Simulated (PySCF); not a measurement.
An unknown is described by computed data only.

Formula: C8H10F2Si.

- Rotational structure: rotational constants A, B, C: 1.858, 0.497, 0.483 GHz [GFN2-xTB]
- 1H NMR: chemical shifts (computed TMS as zero) by class: 7.27 (1 H), 6.68 (1 H), 6.62 (1 H), 6.43 (1 H), 6.25 (1 H), 5.98 (1 H), 5.02 (1 H), 1.90 (3 H) ppm [GIAO PBE0/pcSseg-1]
- NMR, other nuclei: isotropic shieldings of nuclei other than C and H, by class: 301 (1 F), 320 (1 F), 364 (1 Si) ppm [GIAO PBE0/pcSseg-1]
- Dipole: 2.12 D [PBE0/pcSseg-1]
- 13C NMR: chemical shifts (computed TMS as zero) by class: 162.4 (1 C), 153.5 (1 C), 149.8 (1 C), 140.3 (1 C), 138.6 (1 C), 136.1 (1 C), 119.1 (1 C), 24.9 (1 C) ppm [GIAO PBE0/pcSseg-1]

The electronic properties come from PySCF, for the isolated species, density fitting. Levels stand in brackets. Geometry: GFN2-xTB, one conformer, isolated molecule. NMR classes are plain means over equivalent atoms (diastereotopic ones count apart unless rotation or inversion swaps them), as if these changed places fast.

Task: Give a SMILES that accounts for the data.

Result: Numbering: `[CH2:1]=[C:2]([CH3:3])[Si@@H:4]1[CH:5]=[CH:6][C:7]([CH:8]([F:9])[F:10])=[CH:11]1`. Its formula, C8H10F2Si, gives 4 degrees of unsaturation: 1 ring and 3 π bonds in the structure found. 8 carbons fall into 8 classes; from least to most shielded: fully substituted alkene carbon [C7] (162.4 ppm), alkene CH carbon [C6] (153.5 ppm), fully substituted alkene carbon [C2] (149.8 ppm), alkene CH carbon [C5] (140.3 ppm), terminal =CH2 carbon [C1] (138.6 ppm), alkene CH carbon [C11] (136.1 ppm), CHF2 carbon [C8] (119.1 ppm), allylic carbon [C3] (24.9 ppm). Hydrogen classes from least to most shielded: 1 H on an alkene CH carbon, C6 (7.27 ppm), 1 H on an alkene CH carbon, C11 (6.68 ppm), 1 H on a CHF2 carbon, C8 (6.62 ppm), 1 H on an alkene CH carbon, C5 (6.43 ppm), 1 H on a terminal =CH2 carbon, C1 (6.25 ppm), 1 H on a terminal =CH2 carbon, C1 (5.98 ppm), 1 H on an SiH silicon, Si4 (5.02 ppm), 3 H on an allylic carbon, C3 (1.90 ppm). The other shieldings belong to: 301 ppm, fluorine of a CF2 group [F9]; 320 ppm, fluorine of a CF2 group [F10]; 364 ppm, SiH silicon [Si4]. The optimised geometry has point group C1 and is an asymmetric top. Structure: `C=C(C)[Si@@H]1C=CC(C(F)F)=C1`. Computed isomers that give other values at the same levels: `FC(F)C1=CC=C[Si@H]1C1CC1` (13C chemical shifts (computed TMS as zero) by class: 155.6 (1 C), 152.2 (1 C), 151.4 (1 C), 139.2 (1 C), 122.7 (1 C), 4.2 (1 C), 2.7 (1 C), -4.1 (1 C) ppm). The assignments are read from this structure; whether some other isomer fits the data as well wasn't checked. The mirror image fits equally.

The values belong to the conformer `[CH2:1]=[C:2]([CH3:3])[Si@@H:4]1[CH:5]=[CH:6][C:7]([CH:8]([F:9])[F:10])=[CH:11]1`: C1–C2–Si4–C5 -131°, C6–C7–C8–F9 -69°.
